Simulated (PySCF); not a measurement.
Isomers of C4H14SSi3, one GFN2-xTB conformer each. Single-point energies are computed at PBE0/pcSseg-1 (PySCF, gas phase, no added dispersion term), electronic only.

Question: Rank them by PBE0/pcSseg-1 energy, lowest first (kcal/mol).
A. `[SiH3:1][SiH2:2][SiH2:3][S:4][CH2:5][CH:6]1[CH2:7][CH2:8]1` with Si1–Si2–Si3–S4 -146°, Si2–Si3–S4–C5 166°, Si3–S4–C5–C6 61°, S4–C5–C6–C7 139°
B. `[SiH3:1]/[CH:2]=[CH:3]\[CH2:4][SiH2:5][S:6][CH2:7][SiH3:8]` with C2–C3–C4–Si5 99°, C3–C4–Si5–S6 180°, C4–Si5–S6–C7 174°, Si5–S6–C7–Si8 87°

Answer: B (0.0), A (1.2).

As drawn, the lower has an Si–C bond and a C=C bond outside aromatic rings, which the higher lacks; the higher has a three-membered ring and an Si–Si bond, which the lower lacks. Neighbours under 2.5 kcal/mol apart ([SiH3]/C=C\C[SiH2]SC[SiH3] and [SiH3][SiH2][SiH2]SCC1CC1) can change places with a better method, another conformer or zero-point energy. GFN2-xTB itself gives, in the same order: 0.0, 3.6. Both levels put the same isomer lowest.

Question: Which frontier levels, dipoles and rotational constants go with these structures?

Answer: 
```json
{"SMILES": "[SiH3]/C=C\\C[SiH2]SC[SiH3]", "HOMO (eV, PBE0/pcSseg-1)": "-6.73", "LUMO (eV)": "-0.60", "dipole (D)": "1.19", "A, B, C (MHz)": "2524, 328.6, 316.9"}
{"SMILES": "[SiH3][SiH2][SiH2]SCC1CC1", "HOMO (eV, PBE0/pcSseg-1)": "-6.70", "LUMO (eV)": "-0.61", "dipole (D)": "1.46", "A, B, C (MHz)": "2956, 326.5, 316.4"}
```

Question: As an exercise, what shares would exp(−E/RT) give at 500 K from these electronic energies alone (no entropy, no degeneracies)?

Answer: RT = 0.994 kcal/mol: [SiH3]/C=C\C[SiH2]SC[SiH3] 77.8 %, [SiH3][SiH2][SiH2]SCC1CC1 22.2 %.
